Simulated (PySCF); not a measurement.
# Property card for `O=C1C[C@@H]2C[C@H](F)[C@H]1C2`

Species: C7H9FO.
Z-matrix (Å and degrees, PBE0-D3(BJ)/def2-SVP geometry), rows numbered from 1:
```
O 
C   1  1.1990
C   2  1.5282  1  127.25
C   3  1.5327  2  102.44  1   179.30
C   4  1.5336  3  108.59  2    70.26
C   5  1.5428  4  103.22  3   -69.50
F   6  1.3745  5  111.64  4   118.05
C   2  1.5251  1  127.19  3   177.89
C   8  1.5355  2  100.60  1  -144.53
H   3  1.1005  2  110.76  1   -57.59
H   3  1.1027  2  108.78  1    60.25
H   4  1.0985  3  114.21  2  -160.88
H   5  1.0999  4  111.35  3   171.05
H   5  1.0998  4  113.60  3    49.20
H   6  1.1025  5  112.23  4  -121.45
H   8  1.0960  2  113.16  1   -15.89
H   9  1.1011  4  113.66  3   -62.28
H   9  1.1012  4  113.21  3   173.40
```

Structural features include: ketone and C–F bond.

**PBE0-D3(BJ)/def2-SVP geometry optimisation, gas phase (PySCF)**

- Point group: C1
- Rotational constants A, B, C: 2.177, 2.006, 1.455 GHz

CAM-B3LYP/def2-SVPD ground state, ΔSCF and vertical TDDFT (core frozen in the response) (PySCF):

* Dipole moment: 4.75 D
* HOMO energy: -8.57 eV
* LUMO energy: 0.54 eV
* HOMO–LUMO gap: 9.11 eV
* Lowest singlet excitation: 4.33 eV (287 nm, f = 0.000)
* Strongest line among the 10 lowest singlet transitions: S3 at 7.73 eV (160 nm, f = 0.047)
* Lowest triplet excitation (Tamm–Dancoff): 3.79 eV
* Static isotropic polarisability: 77.2 au
* Vertical ionisation energy: 9.36 eV
* Electronic spatial extent ⟨r²⟩ about the centre of nuclear charge: 955 bohr²

From PBE0/pcSseg-1 ground state and GIAO shieldings, non-relativistic (PySCF):

* Lowest Hirshfeld atomic charge: -0.24 e on O1
* Highest Hirshfeld atomic charge: +0.16 e on C2
* 13C chemical shifts (computed TMS as zero) by class: 212.9 (C2), 92.8 (C6), 57.7 (C8), 46.2 (C3), 39.6 (C5), 38.0 (C9), 36.0 (C4) ppm
* 1H chemical shifts (computed TMS as zero) by class: 5.04 (H15), 2.47 (H16), 2.27 (H12), 2.16 (H11), 2.10 (H13), 1.95 (H10), 1.52 (H14), 1.44 (H17), 1.40 (H18) ppm
* Isotropic shieldings of nuclei other than C and H, by class: -335 (O1), 372 (F7) ppm
* Mayer bond orders between heavy atoms: O1–C2 2.06, C2–C3 0.95, C3–C4 0.98, C4–C5 1.00, C5–C6 0.98, C6–F7 0.88, C6–C8 0.98, C8–C9 0.94, C8–C2 0.93, C9–C4 0.94

**delta-SCF UKS SCAN, pcX-2 on the ionised atom, pcseg-1 elsewhere, spin-free X2C (PySCF)**

* Core binding energies: C1s 290.9 (C3), C1s 290.9 (C8), C1s 290.9 (C5), C1s 291.1 (C9), C1s 291.1 (C4), C1s 293.1 (C6), C1s 293.2 (C2), O1s 537.6 (O1), F1s 692.3 (F7) eV

Monoisotopic mass from the formula: 128.0637 u.

No computed singlet falls in the visible range (750 to 380 nm, 1.65 to 3.26 eV); S1 lies 1.07 eV above its blue end. The ΔSCF ionisation energy exceeds −ε(HOMO) by 0.79 eV with CAM-B3LYP. A dipole of 4.75 D is allowed in C1, and pure rotational transitions are dipole-allowed. The vertical singlet–triplet gap S1 − T1 is 0.54 eV (TDDFT singlet less Tamm–Dancoff triplet; S1: HOMO→LUMO, weight 0.92; T1: HOMO→LUMO, weight 0.91). The largest Löwdin shares of the HOMO are 0.53 on O1, 0.13 on C2, 0.12 on C8 and 0.11 on C3. The polarisability is 11.43 Å³ as a volume (1 au = 0.148185 Å³), or 1.13 au for each of the 68 electrons. With B = h/(8π²I), that is 505.379 GHz u Å² over I, the principal moments of inertia are 232.1, 252.0 and 347.4 u Å² (most abundant isotopes); the inertial defect Ic − Ia − Ib is -136.7 u Å² (zero for a rigid planar frame, negative otherwise).

For the TDDFT job (CAM-B3LYP/def2-SVPD), hardware: one thread of an x86-64 server, no GPU, shared host. Cost: 2.8 min.
